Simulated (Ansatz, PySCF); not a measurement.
C₂H₆N, SMILES C[CH]N, multiplicity 2. Atoms are numbered in the order given.

```xyz
9

C     -1.2385     0.2137     0.0727
C      0.0448    -0.5298     0.0923
N      1.2119     0.1966    -0.1789
H     -2.0653    -0.4275     0.3822
H     -1.2132     1.0728     0.7551
H     -1.4838     0.6131    -0.9258
H      0.0707    -1.5663    -0.2263
H      1.2424     1.1017     0.2738
H      2.0677    -0.3115    -0.0046
```
Charge 0, spin multiplicity 2.

Coordinates come from a r2SCAN-D4/def2-TZVP optimisation. The isomer is the one that the SMILES or the coordinates give; other isomers of the formula were not compared. The values are those of a single conformer.

Two levels are set side by side: PBE-D3(BJ)/def2-TZVP (Ansatz, a first-principles code) and r2SCAN-D4/def2-TZVP (Ansatz). Each level has its own optimised geometry; the coordinates shown are those of the second. Frequencies come from the Hessian of PySCF at each geometry. Differences are taken from unrounded values.

```csv
quantity,r2SCAN-D4,PBE-D3(BJ),PBE-D3(BJ) minus r2SCAN-D4
mean bond length (Å),1.160,1.167,0.006
bond C1–C2 (Å),1.483,1.486,0.003
bond C2–N3 (Å),1.401,1.402,0.001
bond C1–H4 (Å),1.091,1.098,0.007
bond C1–H5 (Å),1.097,1.105,0.008
bond C1–H6 (Å),1.103,1.112,0.008
bond C2–H7 (Å),1.085,1.091,0.007
bond N3–H8 (Å),1.012,1.020,0.008
bond N3–H9 (Å),1.010,1.018,0.007
highest harmonic wavenumber (cm⁻¹),3608,3526,-81
mean harmonic wavenumber (cm⁻¹),1638,1596,-42
zero-point energy (kcal/mol),49.16,47.90,-1.26
```
